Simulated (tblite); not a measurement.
C5H10GaN.
Atom-mapped SMILES: `[CH3:1][GaH:2][N:3]1[CH2:4][CH:5]=[CH:6][CH2:7]1` (hydrogens: H8, H9, H10 on C1; H11 on Ga2; H12, H13 on C4; H14 on C5; H15 on C6; H16, H17 on C7)

Computed with GFN2-xTB (tblite), gas phase: L-BFGS steps from a force-field or distance-geometry start until the largest atomic force falls under 0.01 eV/Å.

Step 40: E = -540.7256 eV
```
atom  x, y, z in Å  |  force x, y, z in eV/Å
C1      3.1186   -0.2219   -0.3674   -0.021   0.095   0.035
Ga2     1.2823   -0.9661    0.0643   -0.089  -0.001  -0.087
N3     -0.3752   -0.2798   -0.5096    0.102  -0.060   0.069
C4     -1.6110   -0.9243   -0.0482    0.038   0.073   0.037
C5     -2.2611    0.1308    0.8077    0.031   0.002   0.000
C6     -1.6867    1.3048    0.5934   -0.091  -0.005  -0.014
C7     -0.6320    1.1654   -0.4741    0.042  -0.108   0.065
H8      3.5914    0.0905    0.5699    0.023   0.081  -0.065
H9      3.0561    0.6397   -1.0388    0.061  -0.003   0.040
H10     3.7787   -0.9695   -0.8172   -0.115  -0.003  -0.018
H11     1.1857   -2.3335    0.8385   -0.149  -0.134   0.002
H12    -2.2771   -1.1635   -0.8976    0.104  -0.006   0.018
H13    -1.3913   -1.8651    0.4874   -0.027   0.155  -0.062
H14    -3.1000   -0.0846    1.4498    0.123   0.005   0.002
H15    -1.9419    2.2453    1.0560    0.045  -0.056  -0.121
H16    -1.0405    1.5247   -1.4360   -0.019  -0.071   0.033
H17     0.2972    1.7193   -0.2880   -0.057   0.037   0.066
```

Step 41: E = -540.7331 eV
```
atom  x, y, z in Å  |  force x, y, z in eV/Å
C1      3.1198   -0.2157   -0.3607   -0.045   0.055   0.006
Ga2     1.2790   -0.9676    0.0657    0.078   0.021  -0.078
N3     -0.3705   -0.2806   -0.4923    0.047  -0.116   0.067
C4     -1.6092   -0.9250   -0.0377    0.017   0.053   0.028
C5     -2.2678    0.1335    0.8067    0.067   0.013  -0.004
C6     -1.6914    1.3059    0.5875   -0.117   0.005   0.002
C7     -0.6247    1.1628   -0.4661    0.029  -0.115   0.081
H8      3.6083    0.1066    0.5665   -0.015   0.041  -0.113
H9      3.0500    0.6354   -1.0435    0.044   0.051   0.050
H10     3.7698   -0.9658   -0.8236   -0.108  -0.005   0.045
H11     1.1792   -2.3476    0.8012   -0.149  -0.185   0.031
H12    -2.2721   -1.1662   -0.8887    0.111  -0.009  -0.010
H13    -1.3949   -1.8672    0.4989   -0.015   0.182  -0.055
H14    -3.1125   -0.0752    1.4436    0.130  -0.001  -0.008
H15    -1.9549    2.2477    1.0395    0.042  -0.011  -0.098
H16    -1.0172    1.5137   -1.4347   -0.068  -0.016  -0.022
H17     0.3023    1.7174   -0.2721   -0.050   0.038   0.079
```

Task: Estimate the geometry and energy of step 42. (The exact step hangs on the optimiser's Hessian estimate; all steps are aligned on step 41, rigid shifts and turns removed.)

Result: E = -540.7412 eV, largest force 0.241 eV/Å
```
atom  x, y, z in Å  |  force x, y, z in eV/Å
C1      3.1229   -0.2077   -0.3623   -0.028   0.020  -0.077
Ga2     1.2853   -0.9916    0.0580    0.239   0.018  -0.022
N3     -0.3592   -0.2851   -0.4490   -0.073  -0.126   0.092
C4     -1.6091   -0.9234   -0.0143   -0.043   0.035   0.020
C5     -2.2931    0.1470    0.8001    0.093  -0.075  -0.030
C6     -1.7103    1.3143    0.5768   -0.014   0.050  -0.061
C7     -0.6076    1.1574   -0.4434   -0.086  -0.065   0.090
H8      3.6225    0.1364    0.5531   -0.066  -0.026  -0.168
H9      3.0333    0.6341   -1.0570    0.020   0.042   0.089
H10     3.7754   -0.9525   -0.8388   -0.145   0.050   0.145
H11     1.1919   -2.4036    0.7368   -0.150  -0.143   0.006
H12    -2.2551   -1.1794   -0.8764    0.140   0.019   0.016
H13    -1.4055   -1.8595    0.5361   -0.016   0.183  -0.037
H14    -3.1564   -0.0489    1.4208    0.212  -0.007  -0.077
H15    -1.9884    2.2625    1.0057    0.058   0.003  -0.094
H16    -0.9683    1.4994   -1.4290   -0.068  -0.004   0.016
H17     0.3148    1.7127   -0.2271   -0.075   0.025   0.092
```

The energy changes by -0.0080 eV. The first-order estimate −F·Δx gives -0.0125 eV and the mean of the old and new forces, exact on a quadratic surface, -0.0078 eV. The step makes an angle of 82° with the force vector and moves no atom by more than 0.086 Å.

What follows is the cost of the whole relaxation. On Arm Neoverse N1, one thread, shared host with 64 logical CPUs at a one-minute load of 62, this took 0.85 s.
